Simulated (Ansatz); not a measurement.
Born–Oppenheimer molecular dynamics of a periodic cell of 33 atoms, H₈C₂O (contents 3 H2 + 3 CH3CH2OH, density as packed 0.79 g/cm³ with natural masses). It goes on from the last frame of an earlier run, with new velocities.

Level of theory: DFT PBE-D3(BJ), scalar-relativistic, plane waves, PAW in Ansatz. Settings: accuracy low, cutoff 420 eV, k mesh 1x1x1, fermi-dirac smearing 0.05 eV, no spin polarisation.

* ensemble: NPT, Langevin
* time step: 0.5 fs
* steps asked: 400
* set temperature: 250 K
* friction: 0.005 /fs
* pressure: 0 GPa
* seed: 872266

Frames 10 fs apart, positions in Å.

Velocities at 15.0 fs (Å/ps):

```
H -6.08 -11.16 16.95
H 11.82 -4.24 -11.74
H 15.11 -21.14 -2.24
H 9.54 7.98 -10.90
H 3.29 -56.73 -1.34
H -11.72 12.41 8.92
C 6.43 3.18 -11.03
C 2.07 2.96 -8.72
O -2.87 -4.16 0.97
H -5.56 2.45 27.23
H 18.49 22.25 0.09
H -4.01 13.71 31.38
H -0.45 -18.08 8.86
H 13.65 11.26 -8.10
H -10.64 21.61 -5.86
C -3.17 2.68 0.93
C -5.25 -0.62 6.47
O -0.05 1.07 4.47
H 1.22 16.90 6.13
H -12.80 23.79 -9.03
H 20.44 -24.81 2.37
H -14.39 -28.26 -7.94
H 1.52 -0.18 5.85
H -1.26 -7.66 -20.35
C -2.75 -2.27 -0.28
C -2.40 -2.55 -5.69
O -1.17 -0.79 2.27
H -5.83 19.82 -20.96
H 35.82 18.23 -27.29
H 19.34 19.37 3.91
H -18.76 -30.87 -10.96
H 9.27 2.10 5.24
H 17.45 10.15 2.15
```

```xyz
33
Lattice="6.7574 -0.0057 -0.0254 -0.0057 6.7698 0.0106 -0.0254 0.0106 6.6928" Properties=species:S:1:pos:R:3 time_fs=15.0 energy_less_start_eV=-0.289 T=305
H -1.346 7.068 2.659
H -1.837 6.645 3.060
H 7.897 3.029 4.673
H 7.956 3.019 3.937
H 0.787 5.152 4.003
H 0.457 5.482 4.572
C 5.327 1.445 5.716
C 3.987 1.647 5.001
O 3.059 0.568 5.176
H 2.628 0.620 4.312
H 3.540 2.608 5.258
H 4.173 1.651 3.904
H 6.022 2.308 5.505
H 5.224 1.407 6.799
H 5.821 0.545 5.439
C 4.744 4.222 1.845
C 4.466 5.042 0.608
O 3.076 4.844 0.206
H 2.911 5.571 -0.424
H 4.650 6.114 0.906
H 5.185 4.843 -0.229
H 5.819 4.384 2.073
H 4.105 4.624 2.631
H 4.651 3.168 1.632
C 1.294 0.358 1.778
C 2.030 1.608 1.362
O 1.151 2.747 1.182
H 1.669 3.387 0.659
H 2.719 1.817 2.282
H 2.620 1.456 0.493
H 2.066 -0.360 2.109
H 0.650 0.467 2.601
H 0.705 -0.135 1.027
33
Lattice="6.7649 -0.0116 -0.0523 -0.0116 6.8205 0.0233 -0.0523 0.0233 6.6668" Properties=species:S:1:pos:R:3 time_fs=25.0 energy_less_start_eV=-0.173 T=300
H -1.368 7.084 2.800
H -1.815 6.576 3.014
H 8.108 2.747 4.508
H 8.038 2.994 3.785
H 0.712 4.844 4.222
H 0.426 5.554 4.491
C 5.341 1.477 5.581
C 4.005 1.701 4.908
O 3.036 0.551 5.152
H 2.332 0.537 4.510
H 3.572 2.611 5.300
H 4.184 1.860 3.789
H 6.063 2.346 5.314
H 5.277 1.466 6.674
H 5.827 0.569 5.234
C 4.710 4.253 1.825
C 4.415 5.088 0.636
O 3.078 4.901 0.217
H 2.860 5.678 -0.332
H 4.542 6.181 0.691
H 5.071 4.687 -0.127
H 5.794 4.211 2.111
H 4.161 4.435 2.769
H 4.444 3.234 1.593
C 1.289 0.330 1.768
C 2.042 1.628 1.329
O 1.138 2.749 1.185
H 1.598 3.439 0.645
H 2.879 1.960 1.999
H 2.565 1.460 0.384
H 1.928 -0.544 1.962
H 0.714 0.557 2.631
H 0.666 0.006 0.910
33
Lattice="6.7755 -0.0327 -0.0806 -0.0327 6.8420 0.0440 -0.0806 0.0440 6.6383" Properties=species:S:1:pos:R:3 time_fs=35.0 energy_less_start_eV=-0.177 T=297
H -1.434 7.075 2.989
H -1.868 6.466 3.006
H 8.338 2.396 4.241
H 8.088 2.739 3.575
H 0.602 4.777 4.521
H 0.403 5.526 4.365
C 5.340 1.488 5.440
C 3.976 1.709 4.847
O 3.080 0.564 5.106
H 2.282 0.743 4.651
H 3.516 2.529 5.354
H 3.990 1.886 3.706
H 5.926 2.415 5.080
H 5.318 1.468 6.545
H 5.847 0.560 5.088
C 4.674 4.204 1.870
C 4.385 5.106 0.633
O 3.026 4.925 0.220
H 2.792 5.693 -0.350
H 4.741 6.124 0.773
H 4.991 4.757 -0.182
H 5.789 4.162 2.009
H 4.154 4.480 2.798
H 4.322 3.236 1.563
C 1.300 0.372 1.735
C 2.057 1.618 1.285
O 1.115 2.724 1.199
H 1.680 3.472 0.817
H 2.833 1.817 2.042
H 2.377 1.351 0.291
H 1.965 -0.491 1.855
H 0.723 0.533 2.658
H 0.449 0.206 1.006
33
Lattice="6.7914 -0.0659 -0.1166 -0.0659 6.8712 0.0817 -0.1166 0.0817 6.6084" Properties=species:S:1:pos:R:3 time_fs=45.0 energy_less_start_eV=0.137 T=217
H -1.510 7.119 3.257
H -1.944 6.487 3.063
H 8.354 2.209 3.975
H 8.087 2.428 3.291
H 0.457 4.894 4.788
H 0.403 5.419 4.291
C 5.320 1.517 5.265
C 3.907 1.704 4.817
O 3.128 0.582 5.041
H 2.316 0.886 4.660
H 3.568 2.642 5.249
H 3.867 1.929 3.680
H 6.048 2.370 5.014
H 5.338 1.497 6.365
H 5.818 0.557 4.897
C 4.626 4.174 1.845
C 4.382 5.061 0.627
O 2.976 4.956 0.255
H 2.846 5.658 -0.423
H 4.500 6.081 0.935
H 5.057 4.801 -0.189
H 5.728 4.168 2.048
H 4.135 4.667 2.699
H 4.360 3.133 1.737
C 1.259 0.438 1.711
C 2.013 1.598 1.240
O 1.117 2.703 1.223
H 1.618 3.564 1.025
H 2.828 1.788 1.907
H 2.608 1.514 0.330
H 1.935 -0.429 1.654
H 0.957 0.584 2.793
H 0.428 0.075 1.022
33
Lattice="6.8230 -0.0984 -0.1509 -0.0984 6.9138 0.1200 -0.1509 0.1200 6.5888" Properties=species:S:1:pos:R:3 time_fs=55.0 energy_less_start_eV=0.070 T=237
H -1.587 7.161 3.387
H -2.008 6.559 3.151
H 8.225 2.281 3.818
H 8.047 2.219 3.121
H 0.328 5.088 4.984
H 0.437 5.247 4.274
C 5.348 1.528 5.157
C 3.931 1.789 4.740
O 3.133 0.571 5.010
H 2.215 0.571 4.743
H 3.420 2.596 5.312
H 3.902 1.986 3.616
H 5.965 2.388 4.790
H 5.446 1.392 6.232
H 5.730 0.551 4.725
C 4.603 4.176 1.835
C 4.336 5.021 0.655
O 2.958 4.966 0.287
H 2.900 5.596 -0.473
H 4.582 6.050 0.905
H 4.977 4.818 -0.230
H 5.665 4.202 2.147
H 4.017 4.536 2.704
H 4.245 3.153 1.769
C 1.236 0.390 1.670
C 2.011 1.653 1.191
O 1.111 2.739 1.240
H 1.671 3.562 1.069
H 2.740 1.805 1.935
H 2.347 1.454 0.152
H 1.892 -0.466 1.638
H 0.952 0.558 2.766
H 0.224 0.254 1.169
33
Lattice="6.8499 -0.1507 -0.1714 -0.1507 6.9587 0.1736 -0.1714 0.1736 6.5986" Properties=species:S:1:pos:R:3 time_fs=65.0 energy_less_start_eV=0.038 T=252
H -1.684 7.174 3.326
H -2.066 6.606 3.144
H 8.042 2.422 3.876
H 8.006 2.301 3.149
H 0.225 5.276 5.162
H 0.445 5.103 4.420
C 5.354 1.529 5.146
C 3.906 1.813 4.704
O 3.160 0.544 5.026
H 2.303 0.694 4.561
H 3.459 2.692 5.284
H 3.847 2.139 3.650
H 6.008 2.310 4.776
H 5.510 1.446 6.207
H 5.688 0.637 4.557
C 4.543 4.131 1.927
C 4.297 5.025 0.680
O 2.917 4.945 0.336
H 2.785 5.567 -0.422
H 4.689 6.047 0.842
H 4.867 4.520 -0.168
H 5.629 4.132 2.130
H 3.910 4.465 2.760
H 4.380 3.131 1.517
C 1.233 0.373 1.667
C 1.944 1.635 1.190
O 1.090 2.824 1.262
H 1.623 3.634 0.958
H 2.889 1.767 1.678
H 2.361 1.502 0.140
H 1.717 -0.574 1.462
H 0.922 0.407 2.761
H 0.284 0.333 1.051
```

Of the whole run (200 fs, mean temperature of the second half 270 K): The conserved energy stayed within 0.16 meV per atom of its start (net change 0.041 meV per atom), so the integration is sound. A run of 0.2 ps of so small a system gives no equilibrium averages. Limits of this set-up: coarse k mesh, low accuracy level. The cell's volume went from 305 to 367 Å³.

Time of the run: 11 min on 1 thread of Arm Neoverse V2, on a shared host, peak memory 0.44 GiB.
